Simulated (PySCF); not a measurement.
# Simulated characterisation data

[PySCF 2.14.0 with density-fitted response routines: geometry from GFN2-xTB; shieldings: GIAO PBE0/pcSseg-1; single conformer; fast rotation and ring inversion assumed for equivalent nuclei; no relativistic terms; no solvent]

Chemical shifts δ = σref − σ; ¹H (31.72 ppm) and ¹³C (186.93 ppm) vs TMS, all at this level. Splittings of carbon signals by F and P are missing where no couplings were computed. Where no couplings were computed, multiplicities follow the n + 1 count of equivalent neighbours, and m marks all less simple cases (inequivalent or close neighbours, rings, F or P nearby). Shifts are as computed. Against solution values, carbons near 30 ppm lie about +3 ppm off and those near 130 ppm about +5 ppm. Of 1211 compounds with measured shifts, 218 miss one by over three times the rms of a fit or turn the order of signals round; such compounds aren't used in these exercises.

Compound 1 (C$_{3}$H$_{8}$F$_{2}$OSi$_{3}$). ¹H NMR (500 MHz, computed): δ 6.05 (m, 2H), 6.05 (m, 1H), 5.93 (m, 2H), 5.50 (m, 1H), 5.38 (m, 2H). ¹³C{¹H} NMR (computed): δ 178.5 (C), 118.8 (CH2), 81.0 (CH2). Structure: SMILES [SiH2]1[Si](C(=C)F)(CF)[SiH2]O1.

Compound 2 (C$_{5}$H$_{6}$F$_{2}$O$_{2}$). ¹H NMR (500 MHz, computed): δ 6.35 (m, 1H), 6.13 (m, 1H), 5.21 (m, 1H), 4.89 (m, 1H), 4.78 (m, 1H), 4.52 (m, 1H). ¹³C{¹H} NMR (computed): δ 118.6, 116.0, 75.3, 72.5, 54.2. Structure: SMILES F[C@@H]1OC[C@@]12CO[C@@H]2F.
